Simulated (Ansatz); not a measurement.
**Abstraction of H: CH7FSi2 + Al(CH3)(SH) → CH6FSi2 + AlH(CH3)(SH)**

Gas-phase species: CH7FSi2 `F[SiH2]C[SiH3]`, singlet; Al(CH3)(SH), doublet; CH6FSi2 `F[SiH2]C[SiH2]`, doublet; AlH(CH3)(SH), singlet. A radical takes H: the energy is the difference in strength between the Si–H bond broken and the Al–H bond made.

Shapes, held fixed at every level: PBE0-D4/def2-TZVP. Flexible molecules stand in one conformer, not always the lowest. Programs: Ansatz 0.2.0. Electronic energies: no zero-point or thermal term.

```json
{"level": "MP2/def2-TZVPP", "kind": "perturbation theory", "ΔE (kJ/mol)": "+42.3", "less CCSD(T)/CBS estimate": "+1.8"}
{"level": "PBE-D4/def2-TZVPP", "kind": "GGA", "ΔE (kJ/mol)": "+43.4", "less CCSD(T)/CBS estimate": "+2.9"}
{"level": "r2SCAN-D4/def2-TZVPP", "kind": "meta-GGA", "ΔE (kJ/mol)": "+39.8", "less CCSD(T)/CBS estimate": "-0.7"}
{"level": "PBE0-D4/def2-TZVPP", "kind": "global hybrid", "ΔE (kJ/mol)": "+42.1", "less CCSD(T)/CBS estimate": "+1.6"}
{"level": "wB97M-V/def2-TZVPP", "kind": "range-separated hybrid", "ΔE (kJ/mol)": "+38.1", "less CCSD(T)/CBS estimate": "-2.4"}
{"level": "wB97X-V/def2-TZVPP", "kind": "range-separated hybrid", "ΔE (kJ/mol)": "+38.9", "less CCSD(T)/CBS estimate": "-1.6"}
{"level": "CCSD(T)/def2-TZVPP", "kind": "coupled cluster or CI", "ΔE (kJ/mol)": "+39.8", "less CCSD(T)/CBS estimate": "-0.7"}
{"level": "CCSD(T)/CBS estimate", "kind": "coupled cluster or CI", "ΔE (kJ/mol)": "+40.5", "less CCSD(T)/CBS estimate": "0.0"}
```

The highest level, CCSD(T)/CBS estimate, gives ΔE = +40.5 kJ/mol; the levels span +38.1 to +43.4. The column of differences is taken from that level and isn't an error. No measured value is set beside it here. Open shells run unrestricted. The CBS estimate extrapolates MP2 from def2-TZVPP and def2-QZVPP and adds CCSD(T) − MP2 in the triple-zeta set, cores frozen.
